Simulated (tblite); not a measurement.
Compound: C8H13P.
Numbering: `[CH:1]#[C:2][P:3]1[CH2:4][CH2:5][C@@H:6]([CH2:7][CH3:8])[CH2:9]1` (hydrogens: H10 on C1; H11, H12 on C4; H13, H14 on C5; H15 on C6; H16, H17 on C7; H18, H19, H20 on C8; H21, H22 on C9)

Computed with GFN2-xTB (tblite), gas phase: L-BFGS steps from a force-field or distance-geometry start until the largest atomic force falls under 0.01 eV/Å.

At the end of the run (lengths in Å): C2–P3 1.771, P3–C4 1.868, P3–C9 1.879, C4–C5 1.522, C8–H18 1.088, C6–H15 1.097, C8–H19 1.087, C1–C2–P3 173.8°, C2–P3–C4 96.1°, P3–C9–C6 108.8°, C2–P3–C9 97.3°, C2–P3–C4–C5 73°, P3–C4–C5–C6 45°, C4–C5–C6–C7 -171°, H21–C9–P3–C2 140°, H11–C4–P3–C2 -50°.

Question: These geometries were met on the way; a selection of coordinates is given. Order them by energy above the end point, lowest first.
A. C2–P3 1.768, P3–C4 1.874, P3–C9 1.883, C4–C5 1.525, C8–H18 1.089, C6–H15 1.093, C8–H19 1.089, C1–C2–P3 174.7°, C2–P3–C4 98.1°, P3–C9–C6 108.2°, C2–P3–C9 98.6°, C2–P3–C4–C5 81°, P3–C4–C5–C6 42°, C4–C5–C6–C7 -174°, H21–C9–P3–C2 131°, H11–C4–P3–C2 -43°
B. C2–P3 1.779, P3–C4 1.884, P3–C9 1.892, C4–C5 1.522, C8–H18 1.088, C6–H15 1.097, C8–H19 1.087, C1–C2–P3 177.3°, C2–P3–C4 98.9°, P3–C9–C6 107.7°, C2–P3–C9 99.2°, C2–P3–C4–C5 81°, P3–C4–C5–C6 42°, C4–C5–C6–C7 -174°, H21–C9–P3–C2 130°, H11–C4–P3–C2 -43°
C. C2–P3 1.775, P3–C4 1.894, P3–C9 1.900, C4–C5 1.512, C8–H18 1.079, C6–H15 1.109, C8–H19 1.080, C1–C2–P3 177.9°, C2–P3–C4 98.9°, P3–C9–C6 107.5°, C2–P3–C9 99.5°, C2–P3–C4–C5 81°, P3–C4–C5–C6 42°, C4–C5–C6–C7 -174°, H21–C9–P3–C2 130°, H11–C4–P3–C2 -43°
D. C2–P3 1.767, P3–C4 1.870, P3–C9 1.880, C4–C5 1.523, C8–H18 1.088, C6–H15 1.096, C8–H19 1.088, C1–C2–P3 171.9°, C2–P3–C4 97.2°, P3–C9–C6 107.9°, C2–P3–C9 97.8°, C2–P3–C4–C5 79°, P3–C4–C5–C6 42°, C4–C5–C6–C7 -174°, H21–C9–P3–C2 132°, H11–C4–P3–C2 -44°
E. C2–P3 1.818, P3–C4 1.855, P3–C9 1.874, C4–C5 1.538, C8–H18 1.103, C6–H15 1.094, C8–H19 1.100, C1–C2–P3 179.2°, C2–P3–C4 99.5°, P3–C9–C6 106.6°, C2–P3–C9 99.0°, C2–P3–C4–C5 81°, P3–C4–C5–C6 42°, C4–C5–C6–C7 -174°, H21–C9–P3–C2 130°, H11–C4–P3–C2 -40°

Answer: D (0.008 eV), A (0.016 eV), B (0.028 eV), C (0.055 eV), E (0.108 eV).

| step | E above end (eV) | rms distance from the end, all atoms (Å) | largest force (eV/Å) | rms shift of all bonds from the end (Å) |
| --- | --- | --- | --- | --- |
| 14 | 0.008 | 0.153 | 0.052 | 0.001 |
| 6 | 0.016 | 0.156 | 0.239 | 0.002 |
| 4 | 0.028 | 0.158 | 0.348 | 0.005 |
| 2 | 0.055 | 0.159 | 1.204 | 0.010 |
| 0 | 0.108 | 0.160 | 1.133 | 0.013 |

Rows stand in the order of the answer.
